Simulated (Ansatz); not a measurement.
Coupled-cluster diagnostics for MoOF₄, Ansatz.

Geometry of the singlet (PBE-D4/def2-SVP):

Cartesian coordinates in Å:
```
Mo 0.012 0.039 -0.014
O 0.456 1.551 -0.553
F 0.884 -0.169 1.608
F 1.288 -1.113 -0.706
F -1.118 -0.626 -1.325
F -1.522 0.317 0.989
```

In the def2 sets Mo takes a core potential; there is no spin–orbit coupling. Correlated methods freeze 5 core orbitals; core or outer-core shells of Mo are correlated, in sets that lack core-valence functions.

(1) Estimate the CCSD(T) correlation energy, the shares of MP2 and (T), T1 and the reference's ⟨S²⟩ for: charge 0, singlet, own geometry in def2-SVP; charge 1, doublet, vertical in def2-SVP; and the rough time on 4 threads of Arm Neoverse V2 on a shared host.

## Answers

(1) 
```tsv
state	basis	correlation (eV)	MP2 share (%)	(T) share (%)	T1	⟨S²⟩ (pure)	wall time
charge 0, singlet, own geometry	def2-SVP	-37.800	101.5	4.3	0.024	0.00 (0.00)	3.1 s
charge 1, doublet, vertical	def2-SVP	-37.405	98.7	5.0	0.037	0.86 (0.75)	16 s
```
Customary marks for T1 are 0.02 (closed shells), 0.045 (open shells) and about 0.05 (3d metals). T1 exceeds 0.02 in 2 of 2 rows and 0.045 in 0; the higher it lies, the less the single-reference result can be trusted.
